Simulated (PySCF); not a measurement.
Electronic structure of Ir (iridium, neutral) at the UHF level

Configuration: [Xe] 4f14 5d7 6s2, high-spin 4F determinant. All numbers are calculated (PySCF 2.14, scalar relativity through the core potential, in cc-pVDZ-PP with ECP60MDF (4s4p3d1f, 38 functions)).

```
Total energy             : -103.622203 hartree
One-electron energy      : -180.0080 hartree
Hartree (Coulomb) energy : 86.0537 hartree
Exchange energy          : -9.6679 hartree
⟨S²⟩                     : 3.7609
⟨L²⟩                     : 12.034
Sum of ⟨r⟩               : 27.07 bohr
Sum of ⟨r²⟩              : 56.90 bohr²
Time after the integrals : 0.1 s of wall time on 1 thread of Neoverse-V2 (shared host)
```

| shell | electrons | mean orbital energy (eV) | spread (eV) | rms radius, mean of both spins (bohr) |
| --- | --- | --- | --- | --- |
| 5s α | 1 | -117.04 | 0 | 1.06 |
| 5s β | 1 | -112.73 | 0 | 1.06 |
| 5p α | 3 | -70.066 | 0 | 1.23 |
| 5p β | 3 | -64.086 | 0 | 1.23 |
| 5d α | 5 | -13.970 | 0.984 | 1.83 |
| 5d β | 2 | -11.445 | 0 | 1.83 |
| 6s α | 1 | -8.831 | 0 | 3.33 |
| 6s β | 1 | -7.347 | 0 | 3.33 |

Energies and moments cover only the electrons outside the core potential. Spin-orbit coupling, absent here, splits the open shell strongly.
